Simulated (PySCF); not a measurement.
# Bonding in cyclo-(Me2SiS)2

Compound: cyclo-(Me2SiS)2, C4H12S2Si2.
Structure used (PBE0-D3(BJ)/def2-SVP), in Å, numbered top down from 1:
```
atom  x, y, z in Å
Si1   -0.6293   -0.7994    0.9889
C2    -1.1272   -2.5805    0.7311
C3    -1.0525   -0.2198    2.7128
S4     1.4652   -0.4847    0.5401
Si5    0.6151    0.8047   -0.9771
C6     1.0371    0.2155   -2.6976
C7     1.1140    2.5863   -0.7271
S8    -1.4797    0.4931   -0.5247
H9    -0.8783   -2.9055   -0.2888
H10   -0.6022   -3.2340    1.4461
H11   -2.2121   -2.7005    0.8811
H12   -0.5090   -0.8185    3.4612
H13   -0.7771    0.8367    2.8419
H14   -2.1330   -0.3263    2.8996
H15    0.5029    0.8170   -3.4501
H16    0.7518   -0.8382   -2.8250
H17    2.1193    0.3113   -2.8807
H18    0.6144    3.2338   -1.4652
H19    2.2033    2.6973   -0.8489
H20    0.8397    2.9257    0.2819
```

Bond orders from the PBE0/pcSseg-1 density (PySCF). The structure is a single PBE0-D3(BJ)/def2-SVP conformer in the gas phase; no vibrational or solvent corrections.

Q: Set the Mayer orders of the bonds between heavy atoms beside their lengths.

A: 
```csv
bond,length (Å),Mayer order
Si1–C2,1.867,0.975
Si1–C3,1.867,0.975
Si1–S4,2.165,0.971
Si1–S8,2.164,0.974
S4–Si5,2.165,0.974
Si5–C6,1.867,0.975
Si5–C7,1.867,0.975
Si5–S8,2.166,0.971
```

Q: And the bonds to hydrogen?

A: C–H: 0.94 to 0.95 (12 bonds).

Q: Sum the orders of all bonds at each heavy atom with more than one neighbour.

A: Si1 3.895, C2 3.812, C3 3.812, S4 1.945, Si5 3.895, C6 3.812, C7 3.812, S8 1.945. Orders between atoms that aren't bonded are not in these sums.

The Mayer order sums products of elements of PS (density times overlap matrix) between the two atoms' basis functions, so it depends on the basis set.
